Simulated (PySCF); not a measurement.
**Ionisation energy of Er²⁸⁺ by level of theory**

Er²⁸⁺ [Kr] 4d4 [4d3/2^4, M_J = 0] → Er²⁹⁺ [Kr] 4d3 [4d3/2^3, M_J = 3/2], as a difference of total energies. Computed with PySCF 2.14 in an uncontracted even-tempered set (17 s from 2.4 bohr⁻², ratio 2.8; 14 p from 3.1 bohr⁻², ratio 2.8; 9 d from 3.1 bohr⁻², ratio 2.8; 3 f from 13 bohr⁻², ratio 3), with the two-component X2C-1e Hamiltonian. Correlated levels: [Ar] 3d10 frozen; the 92 highest virtual spinors dropped. "Screened" scales the spin-orbit matrix elements by Boettger's factors to mimic the two-electron term; Breit and QED terms are absent.

```json
{"method": "GHF (spin-free)", "ionisation energy (eV)": "1042.0"}
{"method": "GMP2 (spin-free)", "ionisation energy (eV)": "1042.1"}
{"method": "GHF (screened spin-orbit)", "ionisation energy (eV)": "1045.3"}
{"method": "GMP2 (screened spin-orbit)", "ionisation energy (eV)": "1045.9"}
```

Breit and QED terms and the two-electron picture change are absent.

The spin-free rows relax to the high-spin LS determinant and lack the spin-orbit shift.

The labels give the starting determinants; with spin-orbit coupling the two ends relaxed to ⟨J²⟩ = 0.00, ⟨L²⟩ = 2.46, ⟨S²⟩ = 2.46 and ⟨J²⟩ = 3.88, ⟨L²⟩ = 8.46, ⟨S²⟩ = 2.29.

For comparison: 1046 ± 4 eV (theoretical estimate listed by NIST; NIST Atomic Spectra Database, ionization energies).
